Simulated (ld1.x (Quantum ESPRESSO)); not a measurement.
## Reading a pseudo-wave (molybdenum (Mo))

Columns: radius, all-electron u(r) and pseudo u(r) of the 4d shell (level -10.41 eV) of molybdenum in the configuration [Ar] 3d10 4s2 4p6 4d5 5s0 5p0; PBE, scalar-relativistic, TM scheme, ld1.x (Quantum ESPRESSO) 7.5.

```
r (bohr)  all-electron   pseudo
   0.105        0.1391  -0.0023
   0.210        0.3266  -0.0177
   0.315        0.3302  -0.0562
   0.420        0.1953  -0.1220
   0.525        0.0043  -0.2128
   0.630       -0.1897  -0.3200
   0.735       -0.3608  -0.4316
   0.840       -0.4996  -0.5357
   0.945       -0.6045  -0.6226
   1.050       -0.6782  -0.6878
   1.155       -0.7252  -0.7305
   1.260       -0.7507  -0.7535
   1.365       -0.7595  -0.7607
   1.470       -0.7557  -0.7561
   1.575       -0.7427  -0.7428
   1.680       -0.7232  -0.7232
   1.785       -0.6992  -0.6992
   1.890       -0.6722  -0.6722
   1.995       -0.6434  -0.6434
   2.100       -0.6136  -0.6136
   2.205       -0.5835  -0.5835
   2.310       -0.5535  -0.5535
   2.415       -0.5240  -0.5240
   2.520       -0.4952  -0.4952
   2.625       -0.4672  -0.4672
   2.730       -0.4403  -0.4403
```

Problem. How many radial nodes do the two functions have?

Solution. The all-electron 4d function has n − l − 1 = 1; the pseudo-wave has 0, since the states of the same l below it are removed with the core.

Problem. At about which radius was the pseudo-wave matched?

Solution. 1.74 bohr. The columns agree to 0.0005 from 1.47 bohr on; several derivatives are matched, so the curves merge somewhat inside the radius.

Problem. Is the pseudo-wave norm-conserving?

Solution. Yes: the TM scheme keeps the norm inside the radius equal to the all-electron one, which fixes the energy derivative of the logarithmic derivative at the level.
